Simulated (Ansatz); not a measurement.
Input for Ansatz (a first-principles code): U-CCSD(T)/aug-cc-pVDZ on CH3O (SMILES C[O]).

Ansatz 0.2 input:
```yaml
crystal:
  periodic: [false, false, false]
  atoms:
    - {symbol: C, position_ang: [-0.03847420, -0.03947697, -0.00000000]}
    - {symbol: O, position_ang: [-0.02896098, 1.32295407, 0.00000000]}
    - {symbol: H, position_ang: [1.02825755, -0.33995596, 0.00000000]}
    - {symbol: H, position_ang: [-0.48036118, -0.47181057, 0.90879639]}
    - {symbol: H, position_ang: [-0.48036118, -0.47181057, -0.90879639]}
basis:
  gaussian:
    orbitals: aug-cc-pVDZ
magnetization: {spin_polarized: true, initial_magnetization: 1}
correlation: {method: ccsd_t, electrons: outside_noble_gas}
scf: {omitted_lower_state_checks: [cluster_reference]}
```

**Question.** What total energy does the run end on?

**Answer.** -114.7844 hartree (reference determinant -114.4387, T1 diagnostic 0.020).

**Question.** How many basis functions does it have, and what does it roughly cost on one machine?

**Answer.** 73 functions; very roughly 7 core-seconds.
